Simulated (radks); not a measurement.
All-electron atom: the aluminium ion Al+ in [Ne] 3s2.

All-electron calculation, scalar-relativistic Kohn-Sham, LDA (Slater exchange, Perdew-Wang correlation), spin-polarised, spherical densities, finite nucleus; Fermi nuclear charge, rms radius 3.061 fm. Program: a radial shooting solver on a logarithmic mesh with Libxc functionals.

Energy parts (Ry):
part                       energy
total                  -483.10251
kinetic                 483.48997
electron-nucleus      -1150.17647
Hartree                 218.15870
exchange-correlation    -34.57472

Orbitals (lengths in bohr, moments of r in powers of bohr; r(90%) holds 90 % of the orbital's charge):
| orbital | occ. | eigenvalue (Ry) | r(90%) | <r^2> |
|---|---|---|---|---|
| 1s | 2 | -111.1901 | 0.216 | 0.01960 |
| 2s | 2 | -8.51653 | 0.996 | 0.4745 |
| 2p | 6 | -5.74020 | 1.02 | 0.4644 |
| 3s | 2 | -1.09635 | 3.58 | 6.472 |

The highest occupied level is 3s at -14.917 eV. Summed over all electrons, <r^2> = 16.72 bohr^2, which gives a Langevin (diamagnetic) susceptibility term of -13.2 x 10^-6 cm^3/mol. The density falls to 0.001 e/bohr^3 at r = 3.89 bohr. The electron density at the nucleus is 1492 e/bohr^3 (large components only).
